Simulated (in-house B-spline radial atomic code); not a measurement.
## Ionising Tc⁷⁺ with different functionals

Computed with an all-electron radial atomic-structure program (B-spline basis): non-relativistic Hamiltonian, point nucleus, spin-polarised at highest spin, spherical fractional occupations for the functionals, and exact exchange of hybrids averaged over the configuration. The ionisation energy is the difference of two self-consistent energies, [Ar] 3d10 4s2 4p6 → [Ar] 3d10 4s2 4p5, without Breit or QED terms; ε is the level of the shell that loses the electron (its least bound occupied spin orbital). There is no spin-orbit coupling in this Hamiltonian.

```tsv
method	rung	ΔSCF (eV)	-ε(4p) (eV)
PBE0	global hybrid	151.25	144.21
B3LYP	global hybrid	151.20	143.62
TPSSh	global hybrid	151.37	142.84
M06-2X	global hybrid	151.02	146.67
BHandHLYP	global hybrid	151.17	146.69
r2SCAN0	global hybrid	151.72	144.79
B97-1	global hybrid	?	?
HSE06	range-separated hybrid	151.18	143.73
wB97X	range-separated hybrid	151.02	146.65
CAM-B3LYP	range-separated hybrid	?	?
LC-wPBE	range-separated hybrid	151.15	146.93
```

(1) What does B97-1 give?

(2) What does CAM-B3LYP give?

(3) Among the functionals, which spreads more, the ΔSCF values or the orbital energies?

(4) How do they compare with the NIST value?

Answers

(1) ΔSCF 151.21 eV, and -ε(4p) = 143.75 eV.

(2) ΔSCF 151.14 eV, and -ε(4p) = 145.59 eV.

(3) The orbital energies: ΔSCF values span about 0.71 eV and the orbital energies 4.09 eV; here energy differences depend much less on the functional than eigenvalues do.

(4) NIST lists 150 eV ± 2.1 (tabulated theory, ground level to ground level). Errors run from +1.02 to +1.72 eV; all lie within about twice that uncertainty, so the table can't rank the methods.
